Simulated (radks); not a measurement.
Problem. Spherical jellium clusters: N electrons in a uniform positive sphere of charge N and radius rs N^(1/3), rs = 2.49 bohr. Calculated with a radial shooting solver with Libxc functionals: non-relativistic Kohn-Sham, PBEsol, spin-polarised, spherical densities. Levels are named by radial order and angular momentum (1s, 1p, 1d, 2s, ...), and open shells are averaged over m. At N = 27 the configuration is 1s2 1p6 1d10 2s2 1f(up 7, down 0). The background grows by one charge. Does electron 28 go into 1f down or 2p up or 2p down?

Solution. Into 1f down. The total energies of the other choices lie higher by 0.225 eV (2p up), 0.622 eV (2p down).
